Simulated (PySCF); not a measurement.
C5H4ClN.
SMILES: `Clc1ccncc1`

Computed with B3LYP/def2-SVP geometry optimisation, gas phase (PySCF 2.14.0).

Masses are those of the commonest isotopes; rigid-rotor values at the optimised geometry. 

**Question.** Give the principal moments of inertia and the rotational constants in GHz.

**Answer.** Ia = 84.19, Ib = 324.83, Ic = 409.02 u·Å²; 505379 MHz·u·Å²/I gives 6003, 1556 and 1236 MHz, that is A = 6.0028, B = 1.5558, C = 1.2356 GHz.

**Question.** Classify the top.

**Answer.** An asymmetric top. Ray's parameter κ = (2B − A − C)/(A − C) = -0.866; −1 is the prolate and +1 the oblate limit.

**Question.** Is it planar, by Δ = Ic − Ia − Ib?

**Answer.** Planar: Δ = Ic − Ia − Ib = 0.00 u·Å². For a rigid frame Δ = −2 Σ m c², so it vanishes when all atoms lie in the ab plane; here none is more than 0.01 Å from it.

**Question.** List the rotational levels J(Ka,Kc) to J = 3 (K).

**Answer.** Above 0(0,0), as E/k:
J = 1: 1(0,1) 0.134, 1(1,1) 0.347, 1(1,0) 0.363
J = 2: 2(0,2) 0.401, 2(1,2) 0.600, 2(1,1) 0.646, 2(2,1) 1.286, 2(2,0) 1.287
J = 3: 3(0,3) 0.800, 3(1,3) 0.978, 3(1,2) 1.071, 3(2,2) 1.688, 3(2,1) 1.692, 3(3,1) 2.794, 3(3,0) 2.794
The levels of one J sum to (2J + 1)J(J + 1)(A + B + C)/3.

**Question.** Predict some low-J microwave lines.

**Answer.** The dipole components are |μa| = 0.81 D, |μb| = 0.00 D, |μc| = 0.00 D; the symmetry axis of this C2v structure is a, so μb and μc vanish by symmetry and there are no b-type or c-type lines. Some lines, for components of 0.1 D or more:

```tsv
type	branch	J(Ka,Kc)	MHz	lower level (cm⁻¹)
a	Q	3(1,2) ← 3(1,3)	1921	0.680
a	R	2(1,2) ← 1(1,1)	5263	0.241
a	R	2(0,2) ← 1(0,1)	5566	0.093
a	R	2(1,1) ← 1(1,0)	5903	0.252
a	R	3(1,3) ← 2(1,2)	7884	0.417
a	R	3(0,3) ← 2(0,2)	8308	0.279
a	R	3(2,2) ← 2(2,1)	8374	0.894
a	R	3(2,1) ← 2(2,0)	8441	0.895
a	R	3(1,2) ← 2(1,1)	8844	0.449
a	R	4(2,3) ← 3(2,2)	11153	1.173
a	R	4(3,2) ← 3(3,1)	11197	1.942
a	R	4(1,3) ← 3(1,2)	11771	0.744
```

**Question.** Estimate the classical rotational partition function at 10 K, 25 K and 500 K.

**Answer.** Point group C2v, symmetry number σ = 2; q = (√π/σ)·√((kT/h)³/(ABC)), k/h = 20836.6 MHz/K: 785 at 10 K, 3100 at 25 K, 277000 at 500 K.

Stationary, but not proved a minimum. Zero-point vibration and centrifugal distortion are left out. Quadrupole hyperfine structure (14N, 35Cl) is left out.
